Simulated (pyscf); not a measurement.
Single points on ωB97X-D3(BJ)/def2-SVP structures (PySCF, gas phase).

SMILES: [CH3][GeH2][SnH3]
```xyz
11

C     -0.3961     0.1890    -0.9600
Ge    -1.1202    -0.7897     0.5730
Sn     0.4113    -0.5261     2.6190
H     -1.0535     0.0754    -1.8350
H      0.6025    -0.1922    -1.2208
H     -0.3095     1.2602    -0.7242
H     -1.2554    -2.2831     0.2185
H     -2.5274    -0.2598     0.9092
H      0.5675     1.1251     3.0413
H      1.9765    -1.1282     2.2768
H     -0.1970    -1.3674     3.9775
```
Charge 0, spin multiplicity 1.

How much does it cost (ΔH, 298 K, ωB97M-D3(BJ)/def2-TZVP) to split `[CH3][GeH2][SnH3]` at its Ge–Sn bond into H₃C–GeH₂• + SnH₃•?

Ge–Sn to H₃C–GeH₂• + SnH₃•: 2.68 eV. The 7 functionals that were run give +2.39 (M06-2X) to +3.13 eV (ωB97X-D3(BJ)). Other isomers of H₃C–GeH₂• were not searched in full and may lie lower. Elements up to Kr have no core potential and no relativistic terms here. Elements past Kr carry the def2 core potentials, without spin-orbit coupling.
